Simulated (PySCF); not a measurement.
Stationary points of YCl2

Method: PBE in PySCF with Y def2-SVP with ECP28, Cl def2-SVP; scalar-relativistic core potentials, no spin–orbit coupling; density-fitted integrals.

Relaxations began from a few typed shapes; open shells are unrestricted. The search is not exhaustive: other isomers or separated fragments can lie lower, and high-lying points may rest on an excited occupation.

(1) Order these stationary points by electronic energy, lowest first, in kJ/mol from the lowest minimum.
A. doublet D∞h: Y–Cl 2.455 Å (×2); Cl–Y–Cl 180.0°
B. doublet C2v: Y–Cl 2.425 Å (×2); Cl–Y–Cl 124.0°

(2) Which of them are minima?

Results:

(1) B (0.0), A (18.7).

(2) By energy in kJ/mol, 0.0: minimum; 18.7: saddle point, 2 imaginary modes.

Formally Y is in oxidation state +2, d1, with 1 unpaired electron. The Mulliken spin on Y is 1.04. The polar-tensor charge on Y, 1.08, is far below the formal one.

For the lowest minimum: with open d or f shells other occupations or spin states may lie lower.
